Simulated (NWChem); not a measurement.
System: CH₄N anion

Parts of the log:

```
             Northwest Computational Chemistry Package (NWChem) 7.3.0
             --------------------------------------------------------

 CS  symmetry detected

                             Geometry "geometry" -> ""
                             -------------------------

 Output coordinates in angstroms (scale by  1.889725989 to convert to a.u.)

  No.       Tag          Charge          X              Y              Z
 ---- ---------------- ---------- -------------- -------------- --------------
    1 C                    6.0000    -0.01423531    -0.60263374     0.00000000
    2 N                    7.0000    -0.10256036     0.81354624     0.00000000
    3 H                    1.0000     0.49497356    -1.11291024    -0.89037800
    4 H                    1.0000    -1.03548390    -1.05068915     0.00000000
    5 H                    1.0000     0.49497356    -1.11291024     0.89037800
    6 H                    1.0000     0.84887119     1.19748835     0.00000000

 Effective nuclear repulsion energy (a.u.)      35.8895621188

      Symmetry information
      --------------------

 Group name             Cs
 Group number              2
 Group order               2
 No. of unique centers     5

  pbe96 is a nonlocal functional; adding pw91lda local functional.

                                 NWChem DFT Module
                                 -----------------

 Summary of "ao basis" -> "ao basis" (spherical)
 ------------------------------------------------------------------------------
       Tag                 Description            Shells   Functions and Types
 ---------------- ------------------------------  ------  ---------------------
 C                         def2-svpd                 8       20   4s2p2d
 N                         def2-svpd                 8       20   4s2p2d
 H                         def2-svpd                 4        8   2s2p

      Symmetry analysis of basis
      --------------------------

        a'         48
        a"         24

            General Information
            -------------------
          SCF calculation type: DFT
          Wavefunction type:  closed shell.
          No. of atoms     :     6
          No. of electrons :    18
           Alpha electrons :     9
            Beta electrons :     9
          Charge           :    -1
          Spin multiplicity:     1
          Use of symmetry is: on ; symmetry adaption is: on
          Maximum number of iterations: 150
          AO basis - number of functions:    72
                     number of shells:    32
          Convergence on energy requested:  1.00D-06
          Convergence on density requested:  1.00D-05
          Convergence on gradient requested:  5.00D-04

              XC Information
              --------------
          PerdewBurkeErnzerhof Exchange Functional  1.000
            Perdew 1991 LDA Correlation Functional  1.000 local
           PerdewBurkeErnz. Correlation Functional  1.000 non-local

             Grid Information
             ----------------
          Grid used for XC integration:  medium
          Radial quadrature: Mura-Knowles
          Angular quadrature: Lebedev.
          Tag              B.-S. Rad. Rad. Pts. Rad. Cut. Ang. Pts.
          ---              ---------- --------- --------- ---------
          C                   0.70       49           8.0       434
          N                   0.65       49           8.0       434
          H                   0.35       45          10.0       434
          Grid pruning is: on
          Number of quadrature shells:   233
          Spatial weights used:  Erf1

      Superposition of Atomic Density Guess
      -------------------------------------

 Sum of atomic energies:         -93.86670168

 Renormalizing density from      17.00 to     18

      Non-variational initial energy
      ------------------------------

 Total energy =     -98.250126
 1-e energy   =    -208.228186
 2-e energy   =      74.088498
 HOMO         =       0.163978
 LUMO         =       0.281224

      Symmetry analysis of molecular orbitals - initial
      -------------------------------------------------

  Numbering of irreducible representations:

     1 a'          2 a"

  Orbital symmetries:

     1 a'          2 a'          3 a'          4 a'          5 a'
     6 a"          7 a'          8 a'          9 a"         10 a'
    11 a'         12 a'         13 a"         14 a'         15 a"
    16 a'         17 a'         18 a"         19 a'

     ---------------------------------------------
      Total Density - Mulliken Population Analysis
     ---------------------------------------------

    Atom       Charge   Shell Charges
 -----------   ------   -------------------------------------------------------
    1 C    6     5.75   1.99  0.83  0.05  0.15  1.48  1.00  0.04  0.23
    2 N    7     7.70   1.99  0.96  0.67  0.27  2.05  1.70  0.01  0.05
    3 H    1     1.12   0.74  0.14  0.02  0.22
    4 H    1     1.09   0.74  0.16  0.02  0.17
    5 H    1     1.12   0.74  0.14  0.02  0.22
    6 H    1     1.21   0.71  0.29  0.04  0.18

   convergence    iter        energy       DeltaE   RMS-Dens  Diis-err
 ---------------- ----- ----------------- --------- --------- ---------
 d= 0,ls=0.0,diis     1    -94.8740983104 -1.31D+02  3.08D-02  1.05D+00
 d= 0,ls=0.0,diis     2    -94.6833123158  1.91D-01  3.02D-02  2.56D+00
 d= 0,ls=0.0,diis     3    -95.0001839298 -3.17D-01  9.86D-03  7.10D-02
 d= 0,ls=0.0,diis     4    -95.0046990656 -4.52D-03  4.37D-03  4.63D-02
 d= 0,ls=0.0,diis     5    -95.0100000275 -5.30D-03  3.96D-04  4.33D-04
  Resetting Diis
 d= 0,ls=0.0,diis     6    -95.0100588203 -5.88D-05  8.32D-05  9.81D-06
 d= 0,ls=0.0,diis     7    -95.0100602373 -1.42D-06  5.47D-05  5.08D-07
 d= 0,ls=0.0,diis     8    -95.0100601553  8.21D-08  4.06D-05  1.19D-06
 d= 0,ls=0.0,diis     9    -95.0100603101 -1.55D-07  8.00D-06  1.79D-07

         Total DFT energy =      -95.010060310094
      One electron energy =     -203.260063079800
           Coulomb energy =       86.189945412097
    Exchange-Corr. energy =      -13.829504761182
 Nuclear repulsion energy =       35.889562118791

 Numeric. integr. density =       18.000001999899

                  Occupations of the irreducible representations
                  ----------------------------------------------

                     irrep           alpha         beta
                     --------     --------     --------
                     a'                7.0          7.0
                     a"                2.0          2.0

                       DFT Final Molecular Orbital Analysis
                       ------------------------------------

 Vector    7  Occ=2.000000D+00  E=-8.893519D-02  Symmetry=a'
              MO Center= -1.3D-01, -2.5D-02, -1.7D-15, r^2= 2.0D+00
   Bfn.  Coefficient  Atom+Function         Bfn.  Coefficient  Atom+Function
  ----- ------------  ---------------      ----- ------------  ---------------
    26      0.327227  2 N  py                49     -0.307728  4 H  s
     6      0.299546  1 C  py                 5      0.263993  1 C  px
    65     -0.242506  6 H  s                 24     -0.182154  2 N  s
     9      0.154641  1 C  py                 2      0.111942  1 C  s
    29     -0.109715  2 N  py                 3      0.090261  1 C  s

 Vector    8  Occ=2.000000D+00  E= 5.544026D-02  Symmetry=a'
              MO Center= -2.3D-01,  6.8D-01, -1.4D-15, r^2= 1.7D+00
   Bfn.  Coefficient  Atom+Function         Bfn.  Coefficient  Atom+Function
  ----- ------------  ---------------      ----- ------------  ---------------
    24      0.751175  2 N  s                 66     -0.514512  6 H  s
    25      0.408650  2 N  px                23      0.286560  2 N  s
    50     -0.278350  4 H  s                 22      0.238633  2 N  s
    26     -0.219666  2 N  py                65     -0.201150  6 H  s
     9     -0.191766  1 C  py                28     -0.190842  2 N  px

 Vector    9  Occ=2.000000D+00  E= 1.178314D-01  Symmetry=a"
              MO Center=  3.6D-02,  4.9D-01,  4.2D-15, r^2= 1.9D+00
   Bfn.  Coefficient  Atom+Function         Bfn.  Coefficient  Atom+Function
  ----- ------------  ---------------      ----- ------------  ---------------
    27      0.541511  2 N  pz                30     -0.329293  2 N  pz
    41     -0.169556  3 H  s                 57      0.169556  5 H  s
    17     -0.152635  1 C  d -1              72     -0.139040  6 H  pz
    42      0.133123  3 H  s                 58     -0.133123  5 H  s
    48      0.121663  3 H  pz                64      0.121663  5 H  pz

 Vector   10  Occ=0.000000D+00  E= 1.828557D-01  Symmetry=a'
              MO Center=  1.1D-01, -1.4D+00, -4.4D-14, r^2= 6.8D+00
   Bfn.  Coefficient  Atom+Function         Bfn.  Coefficient  Atom+Function
  ----- ------------  ---------------      ----- ------------  ---------------
     4      4.205140  1 C  s                  3      3.486747  1 C  s
    50     -2.428391  4 H  s                 42     -1.891059  3 H  s
    58     -1.891059  5 H  s                 24     -1.321652  2 N  s
    54     -0.686539  4 H  px                48     -0.532116  3 H  pz
    64      0.532116  5 H  pz                47     -0.436640  3 H  py

 Vector   11  Occ=0.000000D+00  E= 2.414793D-01  Symmetry=a'
              MO Center=  8.6D-01,  5.7D-01, -8.7D-14, r^2= 6.2D+00
   Bfn.  Coefficient  Atom+Function         Bfn.  Coefficient  Atom+Function
  ----- ------------  ---------------      ----- ------------  ---------------
    24      3.154020  2 N  s                 66     -2.275875  6 H  s
     3     -1.569145  1 C  s                 70      1.350226  6 H  px
    16      0.876201  1 C  d -2              55      0.719049  4 H  py
    71      0.666386  6 H  py                23      0.631077  2 N  s
     4     -0.606885  1 C  s                 42      0.527752  3 H  s

[...]
```

Level: PBE/def2-SVPD. The geometry was optimised at B3LYP/def2-SVPD. The highest occupied level is positive, so the extra electron may be held by the finite basis.

**Question.** Which NWChem input produces such a log?

**Answer.** One answer among several that fit: the input that was run:
```
start job
memory heap 200 mb stack 900 mb global 1100 mb
charge -1
geometry units angstroms noautoz
  C     -0.009832    -0.599118     0.000000
  N     -0.085904     0.817773     0.000000
  H      0.494944    -1.113780    -0.890378
  H     -1.034918    -1.038323     0.000000
  H      0.494944    -1.113780     0.890378
  H      0.868813     1.193471     0.000000
end
basis spherical
  * library def2-svpd
end
dft
  xc xpbe96 cpbe96
  iterations 150
  mulliken
end
task dft energy
```
